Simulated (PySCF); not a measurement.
Geometry:
```tsv
atom	x (Å)	y (Å)	z (Å)
C1	0.800	-1.653	-0.537
N2	0.396	-0.437	0.178
C3	0.292	-0.720	1.619
B4	-1.043	0.156	-0.383
C5	-0.948	1.698	0.126
C6	0.559	1.977	0.308
C7	1.315	0.714	-0.111
C8	2.673	0.562	0.516
N9	3.660	0.133	-0.154
H10	1.786	-2.005	-0.195
H11	0.840	-1.435	-1.610
H12	0.042	-2.428	-0.363
H13	0.002	0.190	2.157
H14	1.244	-1.102	2.020
H15	-0.494	-1.470	1.766
H16	-1.927	-0.558	0.079
H17	-0.953	0.051	-1.604
H18	-1.484	1.887	1.070
H19	-1.388	2.382	-0.615
H20	0.808	2.226	1.355
H21	0.927	2.823	-0.292
H22	1.452	0.693	-1.201
H23	2.747	0.860	1.581
H24	4.504	0.103	0.426
```

Theoretical values (PySCF): PBE0-D3(BJ)/def2-SVP structure, PBE0/pcSseg-1 with gauge-including orbitals. No solvent, single conformer, non-relativistic Hamiltonian, equivalent nuclei averaged.

References, each an isolated molecule treated in the same way: ¹³C (184.41 ppm) and ¹H (31.27 ppm) against TMS; ¹⁵N (265.67 ppm) against NH3; ¹¹B (100.73 ppm) vs BF3·OEt2.

```csv
atoms,nucleus,count,Hirshfeld charge,δ (ppm)
H21,¹H,1,0.04,2.16
B4,¹¹B,1,-0.04,-3.9
C6,¹³C,1,-0.07,29.6
H10/H11/H12,¹H,3,0.05,2.50
H19,¹H,1,0.03,1.08
C8,¹³C,1,0.05,182.1
N9,¹⁵N,1,-0.21,387.2
C7,¹³C,1,0.03,75.4
C3,¹³C,1,-0.05,?
H24,¹H,1,0.11,10.83
C1,¹³C,1,-0.05,49.9
H18,¹H,1,0.02,?
H17,¹H,1,-0.10,2.46
H13/H14/H15,¹H,3,0.05,2.22
H20,¹H,1,0.03,?
H23,¹H,1,0.04,?
C5,¹³C,1,-0.15,?
H22,¹H,1,0.05,?
H16,¹H,1,-0.10,2.54
N2,¹⁵N,1,0.04,80.6
```

Question: Complete the table.

Answer: 
- C3: 41.4 ppm, carbon bonded to N, 3 H
- C5: 9.8 ppm, carbon bonded to C, B, 2 H
- H23: 7.84 ppm, hydrogen on a carbon bonded to C, N
- H22: 3.00 ppm, hydrogen on a carbon bonded to 2 C, N
- H20: 1.69 ppm, hydrogen on a carbon bonded to 2 C
- H18: 0.91 ppm, hydrogen on a carbon bonded to C, B

OH/NH shifts are gas-phase values; hydrogen bonding in solution moves them, usually downfield. Hydrogens on boron are broadened and split by ¹¹B (spin 3/2, 80 %) and 10B (spin 3). A carbon bonded to boron is broadened by the quadrupolar boron nucleus and is often missing from a measured spectrum. Shifts are as computed. Against solution values, carbons near 30 ppm lie about +2 ppm off and those near 130 ppm about +5 ppm. Of 1313 compounds with measured shifts, 239 miss one by over three times the rms of a fit or turn the order of signals round; such compounds aren't used in these exercises. Experimental scales use liquid or dissolved standards, which lie at an offset from isolated NH3 (liquid NH3: subtract about 20 ppm). Unscaled 15N shifts of sp2 nitrogen come out 20 to 40 ppm too high even then.
